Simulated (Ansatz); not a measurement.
`O[CH]1C[NH][AlH]1`, 11 atoms. Charge 0, multiplicity 1. All runs use 4 threads of an Intel Xeon Platinum 8488C on a shared host. Correlated methods freeze the cores.

(1) How many basis functions does each run have, and how long does it take in Ansatz? RKS PBE-QIDH (frozen core)/def2-TZVPP energy; RKS BLYP-D4/def2-TZVPP energy; RKS ωB97M-V/def2-QZVPP energy; RKS PBE0-D4/def2-QZVPP energy; RKS PBE0-D4/def2-SVP energy; RHF-CCSD(T)/def2-SVP energy; RKS B2PLYP (frozen core)/def2-TZVPP energy; direct RPA on PBE orbitals/def2-TZVPP energy; RKS PBE0-D4/def2-TZVP relaxation (11 steps); RKS PBE0-D4/def2-TZVP frequencies; RKS ωB97M-V/def2-SVP energy; RHF-CCSD(T)/def2-TZVPP energy. (An estimate is asked.)

## Answers

(1) The calculation gave: Other jobs shared the machine, so times are rough.

```csv
level,job,functions,wall time,peak host memory (GiB)
RKS PBE0-D4/def2-SVP,energy,104,0.7 s,0.48
RKS BLYP-D4/def2-TZVPP,energy,250,1.4 s,0.33
RKS ωB97M-V/def2-SVP,energy,104,2.2 s,0.48
RHF-CCSD(T)/def2-SVP,energy,104,2.8 s,0.48
RKS B2PLYP (frozen core)/def2-TZVPP,energy,250,3.5 s,0.69
RKS PBE-QIDH (frozen core)/def2-TZVPP,energy,250,3.5 s,0.68
direct RPA on PBE orbitals/def2-TZVPP,energy,250,3.8 s,0.72
RKS PBE0-D4/def2-QZVPP,energy,478,5.5 s,1.6
RKS ωB97M-V/def2-QZVPP,energy,478,11 s,2
RKS PBE0-D4/def2-TZVP,relaxation (11 steps),197,24 s,0.5
RHF-CCSD(T)/def2-TZVPP,energy,250,63 s,5.4
RKS PBE0-D4/def2-TZVP,frequencies,197,97 s,0.53
```
